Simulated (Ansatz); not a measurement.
(MgCl2)n off (charge +1): gap (eV) at several levels, gas phase, relaxed structures; Ansatz. Clusters are the lowest isomers that short searches found in that spin, judged at the geometry's level. HOMO and LUMO are taken over both spins. The structures are stationary points that may keep the symmetry of their start.

```csv
species,state,geometry,PBE-D4/def2-SVP,PBE-D4/def2-TZVP,r2SCAN-D4/def2-TZVP,PBE0-D4/def2-SVP,PBE0-D4/def2-TZVP
MgCl2⁺,doublet,r2SCAN-D4/def2-TZVP,0.88,0.95,1.35,3.14,3.23
Mg2Cl2⁺,doublet,PBE0-D4/def2-TZVP,0.61,0.60,0.62,1.46,1.45
Mg3Cl4⁺,doublet,PBE0-D4/def2-SVP,0.85,0.89,1.48,2.16,2.24
```

Over the 3 species that have every level, the mean is 0.78 at PBE-D4/def2-SVP, 0.81 at PBE-D4/def2-TZVP, 1.15 at r2SCAN-D4/def2-TZVP, 2.25 at PBE0-D4/def2-SVP, 2.31 at PBE0-D4/def2-TZVP. Orbital gaps grow with the share of exact exchange and aren't one observable across functionals.
